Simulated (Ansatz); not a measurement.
Reaction: SeCl2 (chloro selenohypochlorite, SMILES Cl[Se]Cl) + H+ → HSeCl2+ (SMILES Cl[SeH+]Cl)
Each species at its own B3LYP-D3(BJ)/def2-TZVP minimum (Ansatz, a quantum-chemistry and plane-wave program).

Property: proton affinity (electronic), positive where energy is released, in kcal/mol. Open shells are spin-unrestricted; no spin-orbit coupling. Correlated methods leave the cores frozen (noble-gas shells, and filled d and f shells in the p block). No relativity. CBS(X,Y): correlation extrapolated as X^-3, Hartree-Fock from the larger set. A bracket is a step between two methods taken in the basis named. Double hybrids freeze cores in their MP2 part.

CCSD(T)/CBS(def2-TZVPP,def2-QZVPP) + [CCSDT(Q) - CCSD(T)]/def2-TZVPP (Ansatz) gives 167.7 kcal/mol.

Question: How far off this value is PBE/def2-TZVPD (Ansatz), in which direction, and how far these levels: r2SCAN/def2-TZVPD, PBE0/def2-TZVPD, wB97M-V/def2-TZVPD, B2PLYP/def2-TZVPD, CCSD(T)/CBS(def2-TZVPP,def2-QZVPP)?

Answer: PBE gives 170.0 kcal/mol, 2.3 kcal/mol above it. Differences of the others: r2SCAN/def2-TZVPD (Ansatz) 2.1; PBE0/def2-TZVPD (Ansatz) 1.3; wB97M-V/def2-TZVPD (Ansatz) -2.9; B2PLYP/def2-TZVPD (Ansatz) -0.7; CCSD(T)/CBS(def2-TZVPP,def2-QZVPP) (Ansatz) -0.1 kcal/mol.
